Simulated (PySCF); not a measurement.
# Pt: ionisation energy

Pt [Xe] 4f14 5d9 6s1 (3D) → Pt⁺ [Xe] 4f14 5d9 (2D), as a difference of total energies. Computed with PySCF 2.14 in cc-pVDZ-PP with ECP60MDF, with a scalar-relativistic core potential. Correlated levels: valence: 5s2 5p6 frozen. The calculations carry no spin-orbit coupling.

| method | ionisation energy (eV) |
| --- | --- |
| UHF | 7.577 |
| M06-2X | 8.851 |
| TPSS | 9.167 |
| MP2 (valence) | 8.666 |
| SCS-MP2 (valence) | 8.491 |

How much does correlation contribute at MP2 (valence)?

8.666 − (7.577) = 1.089 eV, measured against UHF.

The reference lies between the lowest fine-structure levels, while these numbers refer to the centres of the terms.

Errors of the correlated levels include the incompleteness of this basis and the frozen core.

For comparison: 8.959 eV (measured; NIST Atomic Spectra Database, ionization energies).
